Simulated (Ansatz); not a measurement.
Basis-set extrapolation for CH7BOSi (`BC[SiH2]O`) (PBE0-D4/def2-TZVP geometry, frozen core, Ansatz 0.2.0). Multiplicity 1, RHF reference.

|  | def2-TZVPP | def2-QZVPP |
| --- | --- | --- |
| HF | -430.533930 | -430.550318 |
| MP2 correlation | -0.645143 | -0.691867 |
| CCSD(T) correlation | -0.713941 | not run |

Energies in hartree. Use E(X) = E(∞) + A·exp(−7.88·√X) for Hartree–Fock and E(X) = E(∞) + B·X^(−2.97) for correlation, with X = 3 and 4, and add CCSD(T) minus MP2 of the smaller set to the MP2 limit.

**Question.** What is the CCSD(T) energy at the basis-set limit?

**Answer.** HF limit: -430.550318 + (-0.016388) × 0.13774 = -430.55258. MP2 limit: -0.691867 + (-0.046724) × 0.74074 = -0.72648. Higher-order term: -0.713941 − (-0.645143) = -0.06880. Total: -431.34786 hartree, 2.72 eV below CCSD(T)/def2-TZVPP.
